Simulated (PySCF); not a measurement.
Bonding in `CC/C(=C\Cl)O[SiH3]`

Compound: C4H9ClOSi.
Numbering: `[CH3:1][CH2:2]/[C:3](=[CH:4]\[Cl:5])[O:6][SiH3:7]` (hydrogens: H8, H9, H10 on C1; H11, H12 on C2; H13 on C4; H14, H15, H16 on Si7)

Cartesian coordinates in Å at the GFN2-xTB level; atoms count from 1:
```xyz
16
C4H9ClOSi angstrom
C     -1.5858   -0.7563   -0.6855
C     -0.6467    0.4488   -0.7505
C      0.0344    0.6595    0.5695
C     -0.4579    1.4181    1.5492
Cl    -1.9378    2.2775    1.4030
O      1.1907    0.0142    0.8136
Si     2.2569   -0.8442   -0.0658
H     -2.3650   -0.5828    0.0527
H     -2.0547   -0.9222   -1.6522
H     -1.0380   -1.6530   -0.4049
H     -1.2177    1.3424   -1.0056
H      0.1134    0.2857   -1.5166
H      0.0411    1.5378    2.4964
H      3.1733   -1.2136    0.9984
H      1.6212   -1.9958   -0.7103
H      2.8649   -0.0071   -1.1027
```

Bond orders from the PBE0/pcSseg-1 density (PySCF). The structure is a single GFN2-xTB conformer in the gas phase; no vibrational or solvent corrections.

Where do the orders between heavy atoms depart from those drawn in the SMILES?

The largest departure is 0.204, at C3–C4 (drawn double, 1.796).

Give the Mayer order of every bond, beside its length.

| bond | drawn as | length (Å) | Mayer order |
| --- | --- | --- | --- |
| C1–C2 | single | 1.529 | 1.029 |
| C2–C3 | single | 1.500 | 1.046 |
| C3–C4 | double | 1.333 | 1.796 |
| C4–Cl5 | single | 1.718 | 1.017 |
| C3–O6 | single | 1.346 | 0.940 |
| O6–Si7 | single | 1.627 | 0.913 |
| C1–H8 | single | 1.087 | 0.965 |
| C1–H9 | single | 1.087 | 0.968 |
| C1–H10 | single | 1.088 | 0.965 |
| C2–H11 | single | 1.091 | 0.932 |
| C2–H12 | single | 1.091 | 0.924 |
| C4–H13 | single | 1.077 | 0.930 |
| Si7–H14 | single | 1.452 | 0.950 |
| Si7–H15 | single | 1.465 | 0.916 |
| Si7–H16 | single | 1.465 | 0.921 |

By pair of heavy elements: C–C: lowest C1–C2 (1.029, 1.529 Å), highest C3–C4 (1.796, 1.333 Å).

Sum the orders of all bonds at each heavy atom with more than one neighbour and set the sums beside the valence in the SMILES.

C1 3.927 (drawn 4), C2 3.931 (drawn 4), C3 3.782 (drawn 4), C4 3.743 (drawn 4), O6 1.853 (drawn 2), Si7 3.700 (drawn 4). Orders between atoms that aren't bonded are not in these sums.

For a closed shell the Mayer order of atoms A and B is Σ (PS)μν (PS)νμ over the basis functions μ on A and ν on B, with P the density and S the overlap matrix.

These values come from a run that also computed NMR shieldings. Hardware: Arm Neoverse V1, one thread, on a shared host. Cost: 28 s, 0.82 GiB resident at most.
